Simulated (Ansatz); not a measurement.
(F)3Ti-O-SiH3 (TiSiOF₃H₃). Total charge 0; singlet. Geometry relaxed at r2SCAN-D4/def2-SVP.

```xyz
9

Ti   -0.0756    1.1372    1.2478
F    -0.3719    0.3250    2.7619
F    -1.3727    2.2595    0.9342
F     1.4302    2.0111    1.3484
O     0.0118   -0.0482   -0.0544
Si    0.0800   -1.1786   -1.2939
H     1.3479   -0.9845   -2.0513
H     0.0415   -2.5441   -0.7006
H    -1.0911   -0.9774   -2.1921
```

Q: Estimate the harmonic wavenumbers at RKS r2SCAN-D4/def2-SVP (Ansatz, unscaled). Is this a minimum?

A: 26, 45, 46, 196, 196, 201, 234, 234, 489, 715, 715, 751, 820, 821, 946, 947, 964, 1068, 2242, 2249, 2250 cm⁻¹. Yes, no mode is imaginary beyond noise. Zero-point energy 96.6 kJ/mol. Hardware: 4 threads of Intel Xeon Platinum 8175M on a shared host. Wall time 2.1 min.
